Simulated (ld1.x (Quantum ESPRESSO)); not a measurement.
# Before and after: RRKJ potential for Sb

antimony (Sb), norm-conserving RRKJ (Kleinman–Bylander form), made with ld1.x (Quantum ESPRESSO) 7.5 (PBE, scalar-relativistic). Core [Kr], reference 4d10 5s1.75 5p3.25. Waves: 5s (bound): rc 2.10 bohr; 4d (bound): rc 1.40 bohr; 5p (bound): rc 2.25 bohr. Local part: the p channel. Core correction: none. rho0 = 0.001.

Change: wave 4d (bound): rc 1.40 bohr becomes 4d (bound): rc 2.04 bohr.

Cutoffs: the cutoffs (Ry, on a coarse ladder) from which the occupation-weighted sum of valence levels, in a spherical-Bessel basis at the reference potential, stays within 10 and 1 mRy of its value at 400 Ry; they do not see the model core or the augmentation charge, which bear on the density cutoff. Errors are all-electron minus pseudo energies relative to the spin-unpolarised reference configuration.

Q: What does the change do?

A: The potential gets softer (80 Ry and 90 Ry → 45 Ry and 70 Ry); of the 7 tests that both files solve, the error grows in 0 and shrinks in 5 by more than 15 % and 0.3 meV (median size 4.1 → 2.1 meV); neither file shows a bound ghost. A larger radius leaves more room for a smooth pseudo-wave, so fewer plane waves are needed. That the errors move this way runs against the usual rule that smaller radii transfer better.

| quantity | base | changed |
| --- | --- | --- |
| cutoff, loose | 80 Ry | 45 Ry |
| cutoff, tight | 90 Ry | 70 Ry |
| loose cutoff by channel (10 mRy a level) | s 15 Ry, d 70 Ry, p 10 Ry | s 15 Ry, d 40 Ry, p 10 Ry |
| bound ghosts | none | none |
| error for 4d10 5s2 5p3, meV [ΔE -2.01 eV] | +0.3 | +0.2 |
| error for 4d10 5s2 5p2, meV [ΔE 6.31 eV] | -0.9 | -1.1 |
| error for 4d10 5s2 5p1, meV [ΔE 22.28 eV] | +1.7 | 0.0 |
| error for 4d10 5s1 5p0, meV [ΔE 90.98 eV] | +77 | +8.4 |
| error for 4d10 5s0 5p5, meV [ΔE 14.42 eV] | +4.1 | -2.1 |
| error for 4d9 5s2 5p3, meV [ΔE 38.73 eV] | -326 | +133 |
| error for 4d10 5s2 5p0, meV [ΔE 46.69 eV] | +14 | +3.5 |
| s: phases at 2.46 bohr within 0.05 rad from the reference energy up to (Ry; the scan ends near 5) | 1.6 | 1.6 |
| p: phases at 2.46 bohr within 0.05 rad from the reference energy up to (Ry; the scan ends near 5) | 3.7 | 3.7 |
| d: phases at 2.46 bohr within 0.05 rad from the reference energy up to (Ry; the scan ends near 5) | -0.2 | -0.3 |
